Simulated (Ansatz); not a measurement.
Species: SiNH3S, charge 0, singlet. SiNH3S (SMILES N[Si]S).
B3LYP-D3(BJ)/def2-TZVP minimum from Ansatz (a quantum-chemistry and plane-wave program):
```
Si
N 1 1.7142
H 2 1.0086 1 120.20
H 2 1.0101 3 111.94 1 -180.00
S 1 2.1789 2 97.18 3 -180.00
H 5 1.3421 1 94.14 2 -180.00
```

Total energies in cc-pV(D+d)Z, 18 correlated electrons, 11 frozen orbitals. UHF or UKS for unpaired electrons; spin-orbit terms are left out. Cores are frozen in correlated methods. No relativity.

```tsv
method	program	energy (Eh)	minus CCSDT(Q) (mEh)
HF	Ansatz	-742.70610	444.92
MP2	Ansatz	-743.09598	55.04
CCSD	Ansatz	-743.13532	15.69
CCSD(T)	Ansatz	-743.14869	2.32
CCSDT(Q)	Ansatz	-743.15101	0.00
```

Rough core times of Ansatz's runs on a shared machine: CCSD(T) under 20 s, CCSDT(Q) 3 min.
